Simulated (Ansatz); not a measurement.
[As7]3- (As₇³⁻). Total charge -3; singlet. Geometry r2SCAN-D4/def2-SVPD, basis def2-SVP, Ansatz.

```tsv
run	HOMO (eV)	LUMO (eV)
A	8.20	10.68
B	8.02	10.98
C	7.25	11.32
D	8.12	10.52
E	7.91	10.72
F	7.09	11.34
```

A multiply charged anion in the gas phase is held together partly by the finite basis.

**Question.** The runs used B97M-V, LDA (SPW92), PBE, PBE0, r2SCAN, r2SCAN0. Estimate which is which.

**Answer.** A PBE (0 % exact exchange); B B97M-V (0 % exact exchange); C PBE0 (25 % exact exchange); D LDA (SPW92) (0 % exact exchange); E r2SCAN (0 % exact exchange); F r2SCAN0 (25 % exact exchange). Exact exchange lowers occupied and raises empty levels; among semilocal functionals meta-GGAs tend to open the gap a little, and such runs are hard to tell apart. The gap grows from 2.40 eV (LDA (SPW92)) to 4.25 eV (r2SCAN0). At PBE-D4/def2-SVP, B97M-V/def2-SVP, PBE0-D4/def2-SVP, LDA (SPW92)/def2-SVP and others the highest occupied level of the charge -3 singlet lies above zero (up to 8.20 eV). The electron is either unbound and held by the finite basis, or the level is raised by self-interaction error.
